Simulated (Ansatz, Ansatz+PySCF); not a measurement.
```yaml
atoms:
  - { symbol: C, position_ang: [0.0151, -0.0359, -0.6133] }
  - { symbol: O, position_ang: [0.0184, -0.0262, 0.4451] }
```

Basis set: def2-SVP (spherical functions). Frozen core: 2 orbitals. Charge 0, multiplicity 1.

Computed with Ansatz (development build ahead of 0.2.0); each method stands on the lowest determinant of its kind that the runs found. Restricted open shells among the atoms or ions are ROHF, correlated in semicanonical orbitals with singles. Restricted functionals stand beside restricted open-shell atoms, which can lie above the unrestricted atoms usual in DFT and then raise those values.

Give the atomization energy at this shape (free ground-state atoms in the same class of orbitals less the molecule, no zero-point energy) of singlet CO by ωB97X (restricted), ωB97X (unrestricted), r²SCAN (restricted), r²SCAN (unrestricted), PBE0 (unrestricted), PBE0 (restricted), PBE (restricted), PBE (unrestricted), RHF-CCSD(T), RHF-CCSD, RHF-MP2, RHF, UHF.

| method | atomization energy |
| --- | --- |
| ωB97X (restricted) | 1056.4 kJ/mol |
| ωB97X (unrestricted) | 1042.0 kJ/mol |
| r²SCAN (restricted) | 1052.0 kJ/mol |
| r²SCAN (unrestricted) | 1036.0 kJ/mol |
| PBE0 (unrestricted) | 1041.8 kJ/mol |
| PBE0 (restricted) | 1052.1 kJ/mol |
| PBE (restricted) | 1098.2 kJ/mol |
| PBE (unrestricted) | 1090.1 kJ/mol |
| RHF-CCSD(T) | 999.6 kJ/mol |
| RHF-CCSD | 980.5 kJ/mol |
| RHF-MP2 | 1047.3 kJ/mol |
| RHF | 744.3 kJ/mol |
| UHF | 720.4 kJ/mol |

Caution: the shape is not the minimum.
